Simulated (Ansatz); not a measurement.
`C=C1[SiH2]C1Br`. The species carries charge 0 and has multiplicity 1. Geometry: relaxed with PBE0-D4/def2-TZVP.

```xyz
10

C    -0.048   -0.166    1.760
C    -0.148   -0.172    0.443
Si   -0.963    0.220   -1.140
C     0.803   -0.216   -0.707
Br    2.301    0.999   -0.733
H    -0.921   -0.058    2.394
H     0.917   -0.255    2.254
H    -1.777   -0.775   -1.872
H    -1.314    1.629   -1.409
H     1.149   -1.207   -0.991
```

Question: What is the dipole moment at r2SCAN/def2-TZVPP? (Estimate.)

Answer: The calculation gave: 2.04 D, with components (-1.80, -0.93, 0.26) D in this frame, pointing from negative to positive charge.

Question: And with PBE, B3LYP, ωB97M-V? (Estimate.)

Answer: Computed: PBE 1.89 D, B3LYP 2.05 D, ωB97M-V 2.05 D.

Question: Give the Mulliken charges with r2SCAN, ωB97M-V, B3LYP in def2-TZVPP. (Best estimate.)

Answer: Computed: 
```tsv
atom	r2SCAN	ωB97M-V	B3LYP
C1	-0.16	-0.19	-0.20
C2	-0.18	-0.14	-0.12
Si3	0.36	0.26	0.30
C4	-0.06	-0.20	-0.12
Br5	-0.14	-0.09	-0.12
H6	0.09	0.12	0.12
H7	0.09	0.12	0.12
H8	-0.06	-0.01	-0.05
H9	-0.05	0.00	-0.04
H10	0.10	0.14	0.12
```

B3LYP here is the variant with VWN-RPA as its local correlation; programs differ in this.
